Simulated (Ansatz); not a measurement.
A structure relaxed at PBE-D4/def2-SVP in Ansatz, charge 1, singlet:

| atom | x (Å) | y (Å) | z (Å) |
| --- | --- | --- | --- |
| Al1 | 0.1776 | -0.3155 | -1.2014 |
| Si2 | -0.1932 | -0.8176 | 1.3202 |
| Si3 | 1.5330 | -1.8611 | 0.2363 |
| Si4 | -0.1138 | 1.3644 | 0.7592 |
| Si5 | -1.4037 | 1.6298 | -1.1142 |

Question: Give its formula and point group.

Answer: the cluster AlSi₄⁺. Point group C2 (tolerance 0.1 Å).

Question: Summarise the bond lengths by kind (pairs closer than 1.2 times the sum of covalent radii, bridged metal pairs left out).

Answer: 4 × Al–Si 2.51 to 2.60 Å; 3 × Si–Si 2.25 to 2.29 Å.

The restricted singlet is unstable towards broken spin symmetry at other levels; at PBE-D4/def2-SVP this wasn't settled. Another isomer (singlet) lies 0.87 eV lower at PBE0-D4/def2-TZVP; other spin states weren't run for this one.
